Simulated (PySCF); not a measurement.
cyclopropene (C$_{3}$H$_{4}$), singlet, geometry from GFN2-xTB. Base run: PBE0/6-311G** in PySCF.

Geometry (Å):
```xyz
7

C     -0.0240    -0.0099     0.8529
C      0.0142    -0.6425    -0.5068
C      0.0139     0.6541    -0.4917
H      0.8657    -0.0169     1.4741
H     -0.9472    -0.0167     1.4231
H      0.0287    -1.5660    -1.0301
H      0.0282     1.5894    -0.9936
```
All else is at PySCF's defaults.

Each row names what was changed in the base input (with any setting that the change needs).

```csv
change,basis functions,E (Eh),HOMO (eV),HOMO-LUMO gap (eV),dipole (D)
base,78,-116.50217,-7.16,7.43,0.47
basis = ANO-RCC-VDZP; relativity = none,62,-116.50686,-7.07,7.50,0.49
basis = x2c-SVPall; relativity = spin-free X2C,62,-116.43569,-7.18,7.46,0.49
basis = x2c-SVPall; relativity = spin-free X2C; nucleus = Gaussian (with nucmod='G'),62,-116.43568,-7.18,7.46,0.49
basis = cc-pVTZ-DK; relativity = none,146,-116.51288,-7.18,7.32,0.47
basis = ANO-RCC-VDZP; relativity = spin-free X2C; nucleus = Gaussian (with nucmod='G'),62,-116.55522,-7.06,7.50,0.49
basis = ANO-RCC-VDZP; relativity = spin-free X2C,62,-116.55524,-7.06,7.50,0.49
basis = x2c-SVPall; relativity = none,62,-116.39226,-7.19,7.46,0.49
basis = cc-pVTZ-DK; relativity = spin-free X2C,146,-116.55925,-7.18,7.32,0.47
basis = cc-pVTZ-DK; relativity = spin-free X2C; nucleus = Gaussian (with nucmod='G'),146,-116.55924,-7.18,7.32,0.47
```

Totals shift with the method and basis; they matter in differences.

Basis sets contracted for a relativistic Hamiltonian are a mismatch without it, so the rows without relativity aren't non-relativistic limits. No row has spin-orbit coupling; sets with core potentials leave out the core electrons.
